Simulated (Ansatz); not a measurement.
Consider the atomization: `C[SiH](O)BO` → B• + C• + 7 H• + 2 O• + Si•.

Gas-phase electronic energies from Ansatz, PBE0-D4/def2-TZVP geometries. CCSD(T)/CBS adds triple-zeta CCSD(T) − MP2 to the extrapolated MP2 energy (def2 sets, frozen cores). This one scheme is used for every species, atoms too. DFT in def2-TZVPP. Open shells (•) are unrestricted, without spin–orbit coupling. Spin–orbit coupling would lower the free atoms: a little for B, C, O, Si. Each species was taken in one conformer, which may not be the lowest.

```
             level  ΔE (kJ/mol)  difference from CCSD(T)/CBS
            B97M-V       4535.0                          3.3
        r2SCAN0-D4       4472.1                        -59.6
            B2PLYP       4483.0                        -48.7
           r2SCANh       4506.8                        -24.9
           r2SCAN0       4465.7                        -66.0
         CAM-B3LYP       4533.4                          1.7
           LC-ωPBE       4509.5                        -22.2
       HF/def2-SVP       3359.6                      -1172.1
     HF/def2-TZVPP       3359.8                      -1171.9
SCS-MP2/def2-TZVPP       4472.2                        -59.5
   CCSD/def2-TZVPP       4358.7                       -173.0
CCSD(T)/def2-TZVPP       4416.0                       -115.7
SCS-MP2/def2-QZVPP       4549.2                         17.5
      HF/CBS(def2)       3367.9                      -1163.8
     MP2/CBS(def2)       4606.8                         75.1
    CCSD/CBS(def2)       4474.4                        -57.3
       CCSD(T)/CBS       4531.7                            0
```

Largest T1 diagnostic among the species: 0.014.

In def2-TZVPP, CCSD(T) changes the Hartree–Fock value by +1056.2 kJ/mol (the triples alone add +57.3 kJ/mol) and MP2 by +1131.3 kJ/mol; breaking electron pairs costs correlation energy, which Hartree–Fock lacks. From BLYP to BHLYP (50 % exact exchange), in def2-TZVPP and without D4, ΔE moves by −87.9 kJ/mol: exact exchange takes away binding that semilocal exchange gives to molecules.

For atomizations the MP2-based limit and the directly extrapolated one differ by several kJ/mol either way, and by 10 to 25 for some Ge, Se and Sn compounds, so smaller differences from it don't rank the levels.
